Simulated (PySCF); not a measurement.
Start geometry of `O(CC)[C@H]1C=CC[SiH2]1` from GFN2-xTB (Å):
```
atom  x, y, z in Å
C1     3.2234   -0.1872   -0.5557
C2     1.9320   -0.6689    0.1146
O3     1.0037    0.3915    0.2082
C4    -0.2096   -0.0081    0.7265
C5    -1.0380    1.2078    1.0795
C6    -2.2437    1.3780    0.5678
C7    -2.7661    0.3374   -0.3753
Si8   -1.3342   -0.9066   -0.5701
H9     3.6216    0.6679    0.0295
H10    2.9680    0.1924   -1.5497
H11    3.9254   -0.9658   -0.6161
H12    1.4986   -1.4893   -0.4586
H13    2.1407   -1.0470    1.1126
H14   -0.0851   -0.5991    1.6533
H15   -0.5852    1.9174    1.7604
H16   -2.8629    2.2393    0.8129
H17   -3.0657    0.8237   -1.3167
H18   -3.6933   -0.0988    0.0414
H19   -1.7116   -2.2818   -0.1536
H20   -0.7690   -0.8874   -1.8912
```

What comes out of this run: PBE0-D3(BJ)/def2-SVP geometry optimisation, gas phase (PySCF)?

```
atom  x, y, z in Å
C1     3.1772   -0.0951   -0.6034
C2     1.9067   -0.6066    0.0297
O3     1.0111    0.4561    0.1792
C4    -0.2374    0.0693    0.7070
C5    -1.0327    1.2981    1.0504
C6    -2.2648    1.4564    0.5484
C7    -2.8455    0.4083   -0.3635
Si8   -1.4101   -0.8230   -0.5428
H9     3.6232    0.6953    0.0182
H10    2.9678    0.3298   -1.5961
H11    3.9101   -0.9071   -0.7168
H12    1.4569   -1.4057   -0.5997
H13    2.1194   -1.0723    1.0157
H14   -0.0772   -0.5375    1.6257
H15   -0.5727    2.0459    1.7052
H16   -2.8586    2.3436    0.7976
H17   -3.1811    0.8456   -1.3190
H18   -3.7368   -0.0651    0.0839
H19   -1.7879   -2.2165   -0.1505
H20   -0.8229   -0.8497   -1.9167
```

The energy falls by 4.5 kcal/mol over 6 energy and gradient evaluations, the largest force component goes from 0.0411 to 2.1e-04 Eh/bohr, and the atoms move by 0.057 Å rms after alignment. The bond that changes most is Si8–H20 (SiH2 silicon to Si–H hydrogen), which lengthens by 0.057 Å. Bonds longer at the end by more than 0.005 Å: 12 of 20; shorter: 6. Among the angles that change most is H19–Si8–H20, from 111.7° to 108.9°. Rotational constants go from 3610, 997.6, 848.0 to 3633, 986.1, 840.3 MHz. The orientation of the end geometry is arbitrary; only internal coordinates are fixed.

The run used 176 basis functions and 41 SCF cycles in all. Time: 3.4 min of wall time; peak memory 0.74 GiB. Hardware: Intel Xeon at 2.50 GHz, one thread, shared host with 64 logical CPUs at a one-minute load of 63.

PBE0-D3(BJ)/def2-SVP frequencies: not computed here. The numbers are those of one conformer.
